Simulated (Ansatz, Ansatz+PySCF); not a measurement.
```xyz
20

C     0.0000    0.7050    0.0000
C    -1.3410    1.1407    0.0000
C    -2.1698    0.0000    0.0000
C    -1.3410   -1.1407    0.0000
C     0.0000   -0.7050    0.0000
C     1.2211    1.4100    0.0000
C     2.4422    0.7050    0.0000
C     2.4422   -0.7050    0.0000
C     1.2211   -1.4100    0.0000
C     3.7832    1.1407    0.0000
C     4.6120    0.0000    0.0000
C     3.7832   -1.1407    0.0000
H    -1.6763    2.1726    0.0000
H    -3.2548    0.0000    0.0000
H    -1.6763   -2.1726    0.0000
H     1.2211    2.4950    0.0000
H     1.2211   -2.4950    0.0000
H     4.1185    2.1726    0.0000
H     5.6970    0.0000    0.0000
H     4.1185   -2.1726    0.0000
```

Basis set: def2-SVP (spherical functions). Charge 0, multiplicity 1.

Computed with Ansatz (development build ahead of 0.2.0); each method stands on the lowest determinant of its kind that the runs found. Restricted functionals stand beside restricted open-shell atoms, which can lie above the unrestricted atoms usual in DFT and then raise those values.

Question: Give the atomization energy at this shape (free ground-state atoms in the same class of orbitals less the molecule, no zero-point energy) of singlet C12H8 by ωB97X (restricted), PBE0 (unrestricted), PBE0 (restricted), UHF, RHF.

Answer:

| method | atomization energy |
| --- | --- |
| ωB97X (restricted) | 2482.79 kcal/mol |
| PBE0 (unrestricted) | 2524.87 kcal/mol |
| PBE0 (restricted) | 2536.71 kcal/mol |
| UHF | 1851.83 kcal/mol |
| RHF | 1857.34 kcal/mol |

Caution for PBE0 (unrestricted): the unrestricted determinant is spin contaminated. Caution for UHF: the unrestricted determinant is a mixture of spin states. Caution for RHF: an unrestricted determinant lies well below.

The shape needn't be a minimum at these levels.
